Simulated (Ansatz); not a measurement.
Cost and result for the atomization energy of `O[SiH]1BNB1` (10 atoms, 10 bonds).

Z-matrix (Å, degrees):
```
Si
B 1 2.012
O 1 1.654 2 124.5
B 1 2.014 2 68.2 3 -118.5
H 1 1.493 2 111.9 3 135.9
N 2 1.431 1 90.4 3 135.4
H 2 1.195 1 145.8 3 -36.3
H 3 0.957 1 117.1 2 142.3
H 4 1.195 1 145.9 2 154.8
H 6 1.012 2 126.6 1 174.6
```

Total charge 0; spin multiplicity 1. Geometry: relaxed with PBE0-D4/def2-TZVP. It is one conformer, not always the lowest. Program: Ansatz. All runs use 2 threads of an Arm Neoverse V2 on a shared host. Times are those of one run each, without the atoms' runs, and a repeat can differ threefold. Electronic energies, without spin–orbit coupling; frozen cores. CCSD(T)/CBS adds CCSD(T) − MP2 in def2-TZVPP to the MP2 limit, and its time is that of the two runs behind it. T1 = 0.014.

CCSD(T)/CBS is a level of theory with its own doubt, some kJ/mol a heavy atom from the limit and from the frozen cores, so smaller differences don't rank the functionals.

```json
{"level": "LDA (SPW92)/def2-TZVPP", "functions": "236", "wall time": "1.6 s", "atomization (kcal/mol)": "1028.0", "difference from CCSD(T)/CBS": "134.5", "per bond": "13.4"}
{"level": "revPBE-D4/def2-TZVPP", "functions": "236", "wall time": "3 s", "atomization (kcal/mol)": "891.4", "difference from CCSD(T)/CBS": "-2.1", "per bond": "-0.2"}
{"level": "BLYP-D4/def2-TZVPP", "functions": "236", "wall time": "3.2 s", "atomization (kcal/mol)": "897.3", "difference from CCSD(T)/CBS": "3.8", "per bond": "0.4"}
{"level": "PBE-D4/def2-TZVPP (with forces)", "functions": "236", "wall time": "3.5 s", "atomization (kcal/mol)": "915.8", "difference from CCSD(T)/CBS": "22.3", "per bond": "2.2"}
{"level": "PBE0-D4/def2-TZVPP", "functions": "236", "wall time": "4 s", "atomization (kcal/mol)": "899.3", "difference from CCSD(T)/CBS": "5.8", "per bond": "0.6"}
{"level": "CAM-B3LYP-D4/def2-TZVPP", "functions": "236", "wall time": "4.6 s", "atomization (kcal/mol)": "903.5", "difference from CCSD(T)/CBS": "10.0", "per bond": "1.0"}
{"level": "CCSD(T)/def2-SVP", "functions": "99", "wall time": "5.5 s", "atomization (kcal/mol)": "836.8", "difference from CCSD(T)/CBS": "-56.7", "per bond": "-5.7"}
{"level": "r2SCAN-D4/def2-TZVPP (with forces)", "functions": "236", "wall time": "7 s", "atomization (kcal/mol)": "901.4", "difference from CCSD(T)/CBS": "7.9", "per bond": "0.8"}
{"level": "B2PLYP/def2-TZVPP", "functions": "236", "wall time": "8 s", "atomization (kcal/mol)": "888.6", "difference from CCSD(T)/CBS": "-4.9", "per bond": "-0.5"}
{"level": "ωB97M-V/def2-TZVPP (with forces)", "functions": "236", "wall time": "16 s", "atomization (kcal/mol)": "902.1", "difference from CCSD(T)/CBS": "8.6", "per bond": "0.9"}
{"level": "MP2/def2-QZVPP", "functions": "448", "wall time": "28 s", "atomization (kcal/mol)": "903.3", "difference from CCSD(T)/CBS": "9.8", "per bond": "1.0"}
{"level": "CCSD(T)/def2-TZVPP", "functions": "236", "wall time": "9 min", "atomization (kcal/mol)": "867.7", "difference from CCSD(T)/CBS": "-25.8", "per bond": "-2.6"}
{"level": "CCSD(T)/CBS(def2)", "functions": "–", "wall time": "9.5 min", "atomization (kcal/mol)": "893.5", "difference from CCSD(T)/CBS": "0.0", "per bond": "0.0"}
```

From PBE to PBE0 (25 % exact exchange), in def2-TZVPP and without D4, the atomization energy moves by −15.8 kcal/mol: exact exchange takes away binding that semilocal exchange gives to molecules. At CCSD(T), def2-SVP lies −56.7 kcal/mol from the extrapolated value and def2-TZVPP −25.8 kcal/mol: correlation converges slowly with the basis, and small sets miss more of it in the bonded molecule than in its fragments. In def2-TZVPP, CCSD(T) changes the Hartree–Fock value by +215.0 kcal/mol (the triples alone add +14.2 kcal/mol) and MP2 by +235.2 kcal/mol; breaking electron pairs costs correlation energy, which Hartree–Fock lacks.
